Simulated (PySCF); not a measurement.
A PySCF script (with the pyscf-properties extension) for the NMR shieldings of SMILES CO[C@@H](F)[SiH2][SiH2]C(C)C, C5H15FOSi2, on a GFN2-xTB geometry:

```python
import basis_set_exchange as bse
import numpy as np
from pyscf import gto, dft
from pyscf.prop import nmr

atoms = """
C     2.631329    0.871135   -1.433004
O     1.581714    0.009799   -1.033271
C     1.945500   -1.295669   -0.795646
F     2.786572   -1.352418    0.320769
Si    0.300508   -2.221767   -0.411696
Si   -0.782979   -1.021569    1.246145
C    -1.163880    0.780072    0.710755
C    -1.856871    0.815180   -0.648686
C    -2.003649    1.511153    1.754445
H     3.390499    0.949076   -0.649807
H     2.182162    1.846291   -1.608749
H     3.100573    0.505541   -2.353278
H     2.559013   -1.705565   -1.613718
H     0.721585   -3.585229   -0.064529
H    -0.346038   -2.324456   -1.728045
H    -2.063989   -1.684047    1.558662
H    -0.033460   -0.961028    2.511389
H    -0.213537    1.314261    0.610122
H    -2.083603    1.840812   -0.939866
H    -1.217896    0.378992   -1.413800
H    -2.792964    0.259627   -0.619698
H    -2.170141    2.546310    1.457452
H    -1.508535    1.511869    2.722899
H    -2.973647    1.031395    1.868638
"""
names = dict.fromkeys(["C", "O", "F", "Si", "H"], "pcSseg-1")
basis = {el: gto.basis.parse(bse.get_basis(n, elements=[el], fmt="nwchem")) for el, n in names.items()}
mol = gto.M(atom=atoms, basis=basis, charge=0, verbose=0)
mf = dft.RKS(mol, xc="PBE0")
mf.grids.level = 2
mf.grids.alignment = dft.numint.BLKSIZE   # the property module wants whole blocks of grid points
mf.conv_tol = 1e-9
mf.kernel()

calc = nmr.RKS(mf)   # GIAO
C = mf.mo_coeff
Co = C[:, mf.mo_occ > 0]
resp = mf.gen_response(singlet=True, hermi=2)
def vind(x):   # induced exchange potential for any number of trial vectors
    d = np.einsum("pi,xij,qj->xpq", C, 2 * x.reshape(-1, C.shape[1], Co.shape[1]), Co, optimize=True)
    return np.einsum("xpq,pi,qj->xij", resp(d - d.transpose(0, 2, 1)), C, Co, optimize=True).ravel()
mo1, _ = nmr.rhf.solve_mo1(calc, with_cphf=vind)
sigma = calc.kernel(mo1)
for i, s in enumerate(sigma):   # ppm
    w = np.linalg.eigvalsh((s + s.T) / 2)
    print("%2d %-2s iso %8.1f  s11 %8.1f  s22 %8.1f  s33 %8.1f" % (i, mol.atom_pure_symbol(i), w.mean(), *w))
```

Q: Give the expected output.

A: 
```
 0 C  iso    127.9  s11     87.8  s22    111.4  s33    184.5
 1 O  iso    252.1  s11    186.0  s22    277.0  s33    293.5
 2 C  iso     67.3  s11     44.1  s22     68.8  s33     89.1
 3 F  iso    339.0  s11    232.2  s22    350.2  s33    434.5
 4 Si iso    425.4  s11    392.3  s22    422.2  s33    461.7
 5 Si iso    412.1  s11    364.3  s22    386.5  s33    485.6
 6 C  iso    169.8  s11    164.9  s22    167.7  s33    176.9
 7 C  iso    163.7  s11    149.1  s22    157.5  s33    184.6
 8 C  iso    163.0  s11    147.8  s22    154.0  s33    187.1
 9 H  iso     27.6  s11     23.2  s22     25.5  s33     33.9
10 H  iso     27.9  s11     23.2  s22     26.5  s33     33.9
11 H  iso     28.5  s11     24.7  s22     25.9  s33     35.0
12 H  iso     25.9  s11     23.7  s22     25.7  s33     28.3
13 H  iso     27.9  s11     24.2  s22     25.6  s33     33.9
14 H  iso     27.8  s11     25.3  s22     25.6  s33     32.5
15 H  iso     28.1  s11     24.5  s22     26.8  s33     33.1
16 H  iso     27.6  s11     24.1  s22     25.9  s33     32.8
17 H  iso     30.2  s11     25.5  s22     29.0  s33     36.2
18 H  iso     30.5  s11     26.6  s22     27.5  s33     37.5
19 H  iso     30.1  s11     24.8  s22     30.2  s33     35.4
20 H  iso     30.9  s11     27.5  s22     28.9  s33     36.4
21 H  iso     30.4  s11     25.8  s22     27.7  s33     37.6
22 H  iso     30.3  s11     25.3  s22     28.4  s33     37.1
23 H  iso     30.8  s11     27.0  s22     28.9  s33     36.6
```

These numbers come from an equivalent density-fitted implementation of the same equations, which agrees with the script to about 0.01 ppm for H and up to a few tenths of a ppm for heavy atoms, so last digits may differ.

Q: Turn these shieldings into chemical shifts. Referencing at the same level of theory: TMS for 13C (186.93 ppm), 29Si (349.16 ppm), 1H (31.72 ppm); H2O for 17O (336.08 ppm); CFCl3 for 19F (170.95 ppm).

A: Averaging equivalent atoms: C 2: 119.6; C 0: 59.0; C 8: 23.9; C 7: 23.2; C 6: 17.1; O 1: 83.9; F 3: -168.0; Si 5: -63.0; Si 4: -76.2; H 12: 5.82; H 16: 4.12; H 14: 3.92; H 13: 3.82; H 9/10/11: 3.72; H 15: 3.58; H 17: 1.48; H 21/22/23: 1.22; H 18/19/20: 1.18 ppm. Unscaled 19F shifts against computed CFCl3 carry errors that often reach 10 to 50 ppm. Experimental scales use liquid or dissolved standards, which lie at an offset from isolated H2O (liquid H2O: subtract about 36 ppm).

Size and cost of the density-fitted run: 242 basis functions, 96 s wall time on 1 thread of an Arm Neoverse N1, shared host; peak memory 1.1 GiB.
